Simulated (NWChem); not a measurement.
System meant: CH₆F₂Si₂; SMILES F[SiH](F)[SiH2]C

The following NWChem deck was run.

```
start job
memory heap 200 mb stack 900 mb global 1100 mb
geometry units angstroms noautoz
  Si    -0.010903    -0.988725    -0.390697
  F     -1.281951    -1.434141     0.516010
  F      1.314957    -1.427952     0.437167
  Si    -0.021533     1.341728    -0.600186
  C      0.034115     2.135141     1.105046
  H     -0.046843    -1.803133    -1.635501
  H      1.162727     1.736009    -1.426659
  H     -1.258558     1.733139    -1.346788
  H      0.941436     1.823708     1.644200
  H      0.036006     3.232637     1.024996
  H     -0.840622     1.830852     1.699293
end
basis spherical
  * library def2-svp
end
dft
  odft
  mult 2
  xc b3lyp
  iterations 150
  mulliken
end
task dft energy
```

End of the output:

```
 Summary of "ao basis" -> "" (spherical)
 ------------------------------------------------------------------------------
       Tag                 Description            Shells   Functions and Types
 ---------------- ------------------------------  ------  ---------------------
 *                          def2-svp                  on all atoms

                                 NWChem DFT Module
                                 -----------------

 Summary of "ao basis" -> "ao basis" (spherical)
 ------------------------------------------------------------------------------
       Tag                 Description            Shells   Functions and Types
 ---------------- ------------------------------  ------  ---------------------
 Si                         def2-svp                 8       18   4s3p1d
 F                          def2-svp                 6       14   3s2p1d
 C                          def2-svp                 6       14   3s2p1d
 H                          def2-svp                 3        5   2s1p

 Summary of "ao basis" -> "ao basis" (spherical)
 ------------------------------------------------------------------------------
       Tag                 Description            Shells   Functions and Types
 ---------------- ------------------------------  ------  ---------------------
 Si                         def2-svp                 8       18   4s3p1d
 F                          def2-svp                 6       14   3s2p1d
 C                          def2-svp                 6       14   3s2p1d
 H                          def2-svp                 3        5   2s1p

  number of electrons :                   58
  multiplicity        :                    2
 ------------------------------------------------------------------------
  no. of electrons and multiplicity not compatible                  58
 ------------------------------------------------------------------------
 ------------------------------------------------------------------------
  current input line :
    26: task dft energy
 ------------------------------------------------------------------------
 ------------------------------------------------------------------------
 There is an error in the input file
 ------------------------------------------------------------------------
 For more information see the NWChem manual at https://nwchemgit.github.io

0: no. of electrons and multiplicity not compatible:Received an Error in Communication
```

Task: Find the fault in this run and fix the input.

Result: The input was rejected before any calculation. Cause: the multiplicity doesn't fit the number of electrons (an even count wants an odd multiplicity, and the reverse). This input runs:
```
start job
memory heap 200 mb stack 900 mb global 1100 mb
geometry units angstroms noautoz
  Si    -0.010903    -0.988725    -0.390697
  F     -1.281951    -1.434141     0.516010
  F      1.314957    -1.427952     0.437167
  Si    -0.021533     1.341728    -0.600186
  C      0.034115     2.135141     1.105046
  H     -0.046843    -1.803133    -1.635501
  H      1.162727     1.736009    -1.426659
  H     -1.258558     1.733139    -1.346788
  H      0.941436     1.823708     1.644200
  H      0.036006     3.232637     1.024996
  H     -0.840622     1.830852     1.699293
end
basis spherical
  * library def2-svp
end
dft
  xc b3lyp
  iterations 150
  mulliken
end
task dft energy
```
It converges to -820.17908 Ha (B3LYP/def2-SVP).
